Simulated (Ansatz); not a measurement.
Input for Ansatz (a first-principles code): R-B3LYP/def2-TZVPP on C2H7Ga (SMILES C[CH2][GaH2]), a point of a torsion scan.

Ansatz 0.2 input:
```yaml
crystal:
  periodic: [false, false, false]
  atoms:
    - {symbol: C, position_ang: [-1.00201846, 0.47904819, 0.32027976]}
    - {symbol: C, position_ang: [-0.39778218, -0.70562383, -0.45414219]}
    - {symbol: Ga, position_ang: [1.63832600, -0.69941399, -0.35476250]}
    - {symbol: H, position_ang: [-2.09120900, 0.46456374, 0.26451926]}
    - {symbol: H, position_ang: [-0.65143769, 1.42776240, -0.09039359]}
    - {symbol: H, position_ang: [-0.71354671, 0.43921657, 1.37242231]}
    - {symbol: H, position_ang: [-0.72632460, -0.65434629, -1.50128255]}
    - {symbol: H, position_ang: [-0.79580961, -1.64267779, -0.04124596]}
    - {symbol: H, position_ang: [2.57991236, 0.03861785, -1.39688021]}
    - {symbol: H, position_ang: [2.47331450, -1.37172106, 0.81494172]}
basis:
  gaussian:
    orbitals: def2-TZVPP
hamiltonian:
  xc: {name: B3LYP}
scf: {lower_state_search: off}
```

The head of its log:

```
WARN ansatz: RAYON_NUM_THREADS=1 ignored (pool sized by the plan → 1); use --threads N
Functional definition: B3LYP
these checks for a lower state are left out or cut short: stability, starts, cluster_reference, orbital_swaps, neighbouring_geometries, increment
integrals: 0.11 GiB planned
1176 factors; their error is unknown
mean field: 1.07 GiB planned
mean field evaluation 1: about -54557.7501 eV, gradient 6.9e1 eV
mean field evaluation 2: about -54535.1303 eV, gradient 1.1e2 eV
```

**Question.** What total energy does the run end on?

**Answer.** -2005.3424 hartree.
